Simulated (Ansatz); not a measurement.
Cartesian coordinates in Å:
```
Si 0.444 1.712 0.913
C 0.559 -0.050 1.530
C -0.748 -0.852 1.495
Si -1.610 -0.975 -0.186
Si -0.056 -1.264 -1.908
Ga 1.317 0.721 -1.959
H 0.222 1.743 -0.591
H -0.750 2.416 1.449
H 1.670 2.499 1.183
H 0.951 -0.003 2.553
H 1.336 -0.548 0.940
H -1.471 -0.427 2.199
H -0.558 -1.874 1.839
H -2.643 -2.047 -0.110
H -2.324 0.311 -0.456
H -0.793 -1.491 -3.185
H 0.750 -2.490 -1.629
H 1.073 1.876 -2.995
H 2.630 0.742 -1.083
```

The species carries charge 0 and has multiplicity 1.

**Question.** List the ωB97M-V/def2-TZVPP orbital energies in eV (Ansatz 0.2.0). (Estimate.)

**Answer.** Computed: Occupied: -10153.27, -1807.50, -1806.69, -1806.42, -1256.80, -1110.98, -1110.89, -1110.88, -281.80, -281.61, -154.10, -148.58, -147.80, -147.56, -106.60, -106.34, -106.32, -102.72, -102.68, -102.66, -101.91, -101.90, -101.89, -101.66, -101.66, -101.65, -25.69, -25.55, -25.53, -25.43, -25.39, -24.46, -20.71, -18.56, -17.68, -16.25, -15.56, -14.82, -14.62, -13.40, -12.47, -12.23, -12.03, -11.85, -11.63, -10.87, -10.51, -10.24, -9.07. Lowest empty: 0.41, 1.56, 1.71, 2.13, 2.32, 2.49, 2.70, 2.80.
